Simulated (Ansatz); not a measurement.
(NaCl)2 ring (Na2Cl2), relaxed as a singlet with RKS B3LYP-D4/def2-TZVP in Ansatz, starting from the GFN2-xTB geometry. Force threshold 0.02 eV/Å.

Start:

```xyz
4

Na    0.193    1.505    0.739
Cl    1.669   -0.320    0.211
Na   -0.197   -1.503   -0.740
Cl   -1.666    0.317   -0.210
```

```
step  energy (eV)  largest force component (eV/Å)  SCF passes
   1  -33885.7741                           1.219          13
   2  -33886.0413                           0.365          17
   3  -33886.0681                           0.048          18
   4  -33886.0686                           0.016          18
```

Force components are those of the run's own axes.

End:

```xyz
4

Na    0.182    1.412    0.694
Cl    1.930   -0.369    0.243
Na   -0.182   -1.412   -0.694
Cl   -1.930    0.369   -0.243
```

By distances, no bond broke or formed. The bond that changes most is Na3–Cl4, from 2.40 to 2.54 Å (atoms count from 1).

No frequencies were taken in this run, so the end may be a saddle point.

Run time 12 s (4 threads of Intel Xeon on a shared host).
